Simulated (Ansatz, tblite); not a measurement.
Forces on BiMe2Cl (C2H6BiCl) at its B3LYP-D4/def2-SVP geometry. Charge 0, multiplicity 1.

In the def2 sets Bi takes a core potential; there is no spin–orbit coupling. The xTB rows come from tblite.

GFN1-xTB (tblite), largest force 0.54 eV/Å:

```xyz
10
positions Å, forces eV/Å
Bi   -1.378   -0.279   -0.199    0.149    0.082    0.042
C     0.312    0.338   -1.615   -0.019    0.046    0.149
H     0.949   -0.536   -1.820   -0.260    0.460    0.074
H     0.892    1.124   -1.111   -0.114   -0.329   -0.368
H    -0.112    0.725   -2.552    0.249   -0.158    0.390
C     0.100   -0.800    1.470   -0.001    0.119   -0.075
H    -0.453   -0.980    2.403    0.311    0.064   -0.372
H     0.781    0.053    1.594   -0.191   -0.462    0.078
H     0.664   -1.702    1.186   -0.235    0.449    0.178
Cl   -1.756    2.058    0.644    0.111   -0.271   -0.097
```

GFN2-xTB (tblite), largest force 0.67 eV/Å:

```
Bi 0.426 -0.027 0.020
C 0.078 0.068 0.014
H -0.349 0.555 0.124
H -0.272 -0.473 -0.376
H 0.286 -0.197 0.511
C 0.077 0.044 0.053
H 0.362 0.099 -0.492
H -0.357 -0.562 -0.020
H -0.306 0.561 0.191
Cl 0.056 -0.067 -0.024
```

r2SCAN-D4/def2-TZVP (Ansatz), largest force 0.66 eV/Å:

```
Bi 0.487 0.400 0.186
C -0.051 0.018 0.028
H -0.192 0.237 0.075
H -0.161 -0.235 -0.126
H 0.109 -0.118 0.282
C -0.042 0.037 -0.015
H 0.149 0.050 -0.283
H -0.197 -0.242 -0.059
H -0.171 0.259 0.061
Cl 0.070 -0.406 -0.148
```
